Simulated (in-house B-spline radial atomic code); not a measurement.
**Ionising Xe VII (Xe6+) with different functionals**

Computed with a radial B-spline atomic code at the basis-set limit: four-component Dirac-Coulomb Hamiltonian, Fermi nucleus of rms radius 4.7859 fm, spin-restricted, spherical fractional occupations for the functionals, and exact exchange of hybrids averaged over the configuration. The ionisation energy is the difference of two self-consistent energies, [Kr] 4d10 5s2 → [Kr] 4d10 5s1, without Breit or QED terms; ε is the level of the shell that loses the electron (mean over j).

| method | rung | ΔSCF (eV) | -ε(5s) (eV) |
| --- | --- | --- | --- |
| B97-1 | global hybrid | ? | ? |
| BHandHLYP | global hybrid | ? | ? |
| HSE06 | range-separated hybrid | 92.38 | 87.03 |
| LC-wPBE | range-separated hybrid | 92.46 | 90.50 |

Question: What does BHandHLYP give?

Answer: ΔSCF 91.95 eV, and -ε(5s) = 88.67 eV.

Question: What does B97-1 give?

Answer: ΔSCF 92.36 eV, and -ε(5s) = 87.11 eV.

Question: Among the functionals, which spreads more, the ΔSCF values or the orbital energies?

Answer: The orbital energies: ΔSCF values span about 0.52 eV and the orbital energies 3.47 eV; here energy differences depend much less on the functional than eigenvalues do.

Question: How do they compare with the NIST value?

Answer: NIST lists 91.6 eV ± 0.5 (semi-empirical, ground level to ground level). Errors run from +0.35 to +0.86 eV; all lie within about twice that uncertainty, so the table can't rank the methods.
